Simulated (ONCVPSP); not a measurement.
## Plane-wave convergence, ONCV potential for Pd

| Item | Value |
| --- | --- |
| Element | Pd (Z = 46) |
| Generator | ONCVPSP 4.0.1 |
| Type | optimised norm-conserving Vanderbilt (ONCV) |
| Functional | LDA (Perdew-Zunger) |
| Relativity | fully relativistic |
| Frozen core | [Ar] 3d10 |
| Valence charge | 18 |
| Reference configuration | 4s2 4p6 4d8.5 (charge +1.5) |
| Partial waves | 4s: rc 1.55 bohr, ncon 4, nbas 8, qcut 8.4 1/bohr, 1 projector; 4p: rc 1.50 bohr, ncon 4, nbas 8, qcut 7.3 1/bohr, 2 projectors, debl 1.4 Ha; 4d: rc 1.20 bohr, ncon 4, nbas 8, qcut 8.5 1/bohr, 2 projectors, debl 1 Ha; f scattering state at 0.07 Ha: rc 1.70 bohr, ncon 4, nbas 8, qcut 7.4 1/bohr, 2 projectors, debl 1.3 Ha |
| Local potential | polynomial inside 0.95 bohr (lpopt 4, dvloc0 0 Ha) |
| Core correction | polynomial model core, fcfact 0.5 |

Open shells are filled in proportion to 2j + 1.

In the p channel the program set the typed energies aside and used -2.489, 0.250 Ha (j = l + 1/2; the other j can differ).

Task: For each optimised wave give the share of its norm inside rc, the residual kinetic energy above qcut (Ha) and the cutoffs (Ha) for errors of 10, 1, 0.1 and 0.01 mHa per electron.

Result:

```csv
wave,norm inside rc,residual KE,10 mHa,1 mHa,0.1 mHa,0.01 mHa
4s,0.953,1.3e-06,18.9,24.7,28.8,32.5
4p j=3/2,0.883,1.8e-05,13.3,16.6,19.6,52.5
p projector 2 j=3/2,0.033,1.9e-05,10.2,13.9,17.2,36.2
4p j=1/2,0.900,7.5e-06,14.4,18.1,21.1,24.3
p projector 2 j=1/2,0.034,1.4e-05,10.8,15.0,18.3,30.4
4d j=5/2,0.422,1.8e-04,24.1,31.2,39.3,141.3
d projector 2 j=5/2,0.084,7.5e-05,20.4,28.4,35.4,45.3
4d j=3/2,0.433,2.1e-04,24.5,31.6,40.2,144.3
d projector 2 j=3/2,0.084,8.3e-05,20.7,28.7,35.7,52.0
f projector 1 j=7/2,0.012,9.5e-06,6.2,15.6,22.0,27.6
f projector 2 j=7/2,0.280,2.2e-03,23.6,30.0,66.8,106.6
f projector 1 j=5/2,0.012,9.6e-06,6.2,15.6,22.0,27.6
f projector 2 j=5/2,0.281,2.2e-03,23.6,30.1,67.0,106.7
```

The occupied waves need 32 Ha and 40 Ha for 1 and 0.1 mHa.
